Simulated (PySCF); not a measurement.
**Electron correlation in Ne+ (neon, charge +1)**

[He] 2s1 2p5 3s1, high-spin 4P determinant (an excited configuration). Computed with PySCF 2.14 in dyall-acv3z, with no relativity, point nucleus. Frozen: 1s2; 7 electrons correlated; the 19 highest virtual orbitals of each spin left out.

```tsv
level	correlation energy (mhartree)
CCSD	-212.56
(T)	-4.97
CCSD(T)	-217.53
```

Diagnostics: T1 = 0.0038, D1 = 0.0090, largest double amplitude 0.076.

**Question.** Is a single reference adequate?

**Answer.** Mostly. T1 lies below 0.03, but a double amplitude of this size points to a near-degeneracy that CCSD handles and MP2 describes poorly.
